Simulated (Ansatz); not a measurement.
System (SMILES): F[Si]F (closed-shell singlet).
Atoms: Si1, F2, F3. Bonds: Si1-F2, Si1-F3.

Basis-set convergence of the harmonic zero-point energy at MP2 with Ansatz (a program for electronic structure). Each level at its own minimum, finite differences of forces, unscaled; the reference is a large set that could be run, not a limit. Cartesian d functions, on some or all atoms, in 6-311G**, 6-311+G**; all else is spherical. Cores are frozen. A restricted Hartree-Fock determinant is unstable towards unrestricted orbitals. No added dispersion term, no relativity. Reference: the value in aug-cc-pV(T+d)Z, 2.91 kcal/mol, itself unsure by roughly 0.03 kcal/mol (its distance from def2-TZVPPD). Deviations are taken from unrounded values. Cost is core time over that of cc-pV(D+d)Z, rough, on shared machines of one kind.

```json
[
 {"basis": "def2-SVP", "functions": "46", "harmonic zero-point energy (kcal/mol)": "3.03", "minus reference (kcal/mol)": "0.11", "cost": "0.5×"},
 {"basis": "cc-pV(D+d)Z", "functions": "51", "harmonic zero-point energy (kcal/mol)": "2.90", "minus reference (kcal/mol)": "-0.01", "cost": "1×"},
 {"basis": "6-311G**", "functions": "63", "harmonic zero-point energy (kcal/mol)": "2.99", "minus reference (kcal/mol)": "0.08", "cost": "1×"},
 {"basis": "6-311+G**", "functions": "75", "harmonic zero-point energy (kcal/mol)": "2.88", "minus reference (kcal/mol)": "-0.03", "cost": "1×"},
 {"basis": "aug-cc-pV(D+d)Z", "functions": "78", "harmonic zero-point energy (kcal/mol)": "2.76", "minus reference (kcal/mol)": "-0.16", "cost": "2×"},
 {"basis": "pcseg-2", "functions": "94", "harmonic zero-point energy (kcal/mol)": "2.99", "minus reference (kcal/mol)": "0.08", "cost": "2×"},
 {"basis": "cc-pV(T+d)Z", "functions": "99", "harmonic zero-point energy (kcal/mol)": "2.97", "minus reference (kcal/mol)": "0.05", "cost": "2×"},
 {"basis": "def2-TZVP", "functions": "99", "harmonic zero-point energy (kcal/mol)": "2.98", "minus reference (kcal/mol)": "0.06", "cost": "3×"},
 {"basis": "def2-TZVPP", "functions": "104", "harmonic zero-point energy (kcal/mol)": "2.98", "minus reference (kcal/mol)": "0.06", "cost": "2×"},
 {"basis": "6-311++G(3df,3pd)", "functions": "125", "harmonic zero-point energy (kcal/mol)": "2.88", "minus reference (kcal/mol)": "-0.04", "cost": "3×"},
 {"basis": "jun-cc-pV(T+d)Z", "functions": "126", "harmonic zero-point energy (kcal/mol)": "2.90", "minus reference (kcal/mol)": "-0.01", "cost": "5×"},
 {"basis": "cc-pCVTZ", "functions": "145", "harmonic zero-point energy (kcal/mol)": "2.97", "minus reference (kcal/mol)": "0.06", "cost": "4×"},
 {"basis": "aug-cc-pV(T+d)Z", "functions": "147", "harmonic zero-point energy (kcal/mol)": "2.91", "minus reference (kcal/mol)": "0.00", "cost": "7×"}
]
```
